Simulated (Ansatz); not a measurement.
Consider the ligand exchange at a B–C bond: `CB1CC1` + HBr → `BrB1CC1` + CH₄.

Gas-phase electronic energies from Ansatz, PBE0-D4/def2-TZVP geometries. CBS: MP2 limit from def2 TZ/QZ plus the TZ coupled-cluster correction, frozen cores. This one scheme is used for every species. DFT in def2-TZVPP. HSE06 is defined as in plane-wave codes. For Br outer-core shells are correlated without core-valence functions, which leaves a few kJ/mol of doubt a bond. Scalar relativity is left out up to krypton.

`CB1CC1`:

Z-matrix (Å, degrees):
```
C
B 1 1.541
H 1 1.101 2 105.5
H 1 1.092 2 114.1 3 116.3
H 1 1.092 2 114.0 3 -116.1
C 2 1.527 1 149.6 3 -86.8
C 2 1.527 1 149.5 3 85.8
H 6 1.087 2 120.4 1 69.8
H 6 1.087 2 120.2 1 -78.4
H 7 1.087 2 120.2 1 78.4
H 7 1.087 2 120.4 1 -69.8
```

HBr:

Cartesian coordinates in Å:
```
Br -0.514 0.452 -0.190
H 0.514 -0.452 0.190
```

`BrB1CC1`:

Cartesian coordinates in Å:
```
Br 2.752 -0.402 -0.084
B 0.900 -0.131 -0.027
C -0.434 -0.130 -0.743
C -0.333 0.242 0.767
H -0.683 0.669 -1.435
H -0.924 -1.068 -0.991
H -0.519 1.279 1.035
H -0.759 -0.458 1.479
```

CH₄:

Z-matrix (Å, degrees):
```
C
H 1 1.090
H 1 1.090 2 109.5
H 1 1.090 2 109.5 3 -120.0
H 1 1.090 2 109.5 3 120.0
```

```
        level  ΔE (kJ/mol)
      PBE0-D4        -74.8
     HSE06-D4        -75.1
HF/def2-QZVPP        -73.0
 HF/CBS(def2)        -72.8
```

**Question.** What does CCSD(T)/CBS give? (An estimate is asked.)

**Answer.** Computed: -78.4 kJ/mol. The listed levels differ from it by 3.6, 3.3, 5.4, 5.6 kJ/mol.

Largest T1 diagnostic among the species: 0.010.

In def2-TZVPP, CCSD(T) changes the Hartree–Fock value by −4.3 kJ/mol (the triples alone add −2.2 kJ/mol) and MP2 by −9.4 kJ/mol. Leaving LDA and LC-ωPBE aside and taking each functional with its dispersion term where it has one, the values, not all of them listed here, spread over 6.5 kJ/mol, from B2PLYP to CAM-B3LYP-D4. LDA lies +5.8 kJ/mol from PBE without D4.
